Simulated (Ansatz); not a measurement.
Basis sets compared for the cluster Na6 (the lowest singlet isomer of a short search). Total charge 0; singlet. Geometry B3LYP/def2-SVP. Ansatz on 4 threads of Arm Neoverse V2 on a shared host; times are rough, and most runs start from earlier orbitals.

```xyz
6

Na    2.8970   -2.2688    1.3854
Na   -0.2795   -2.0604    0.1731
Na    1.8224    0.8547    0.5610
Na    0.5310    3.8898   -0.3257
Na   -3.4285   -1.6190   -1.0549
Na   -1.5424    1.2037   -0.7389
```

The restricted singlet is unstable towards broken spin symmetry in Hartree–Fock (as tested in another run); at PBE/def2-SVP, PBE/def2-TZVP, PBE/def2-TZVPD, r2SCAN/def2-TZVP and others this wasn't settled. The structure comes from a short search, and lower isomers may exist.

```csv
level,functions,energy (Eh),HOMO (eV),LUMO (eV),wall time
PBE/def2-SVP,90,-972.7343,-3.03,-1.80,1.3 s
PBE/def2-TZVP (with forces),192,-973.0952,-3.06,-1.85,2.9 s
r2SCAN/def2-TZVP,192,-973.5821,-3.04,-1.72,5.5 s
PBE0/def2-SVP,90,-972.8178,-3.44,-1.38,2.2 s
PBE0/def2-TZVP,192,-973.1747,-3.48,-1.42,3.4 s
```

(1) Estimate the rows for PBE/def2-TZVPD, r2SCAN/def2-TZVPD, PBE0/def2-TZVPD.

Answers

(1) 
| level | functions | energy (Eh) | HOMO (eV) | LUMO (eV) | wall time |
| --- | --- | --- | --- | --- | --- |
| PBE/def2-TZVPD | 210 | -973.0955 | -3.06 | -1.85 | 3.7 s |
| r2SCAN/def2-TZVPD | 210 | -973.5822 | -3.04 | -1.72 | 8 s |
| PBE0/def2-TZVPD | 210 | -973.1749 | -3.48 | -1.42 | 4.3 s |
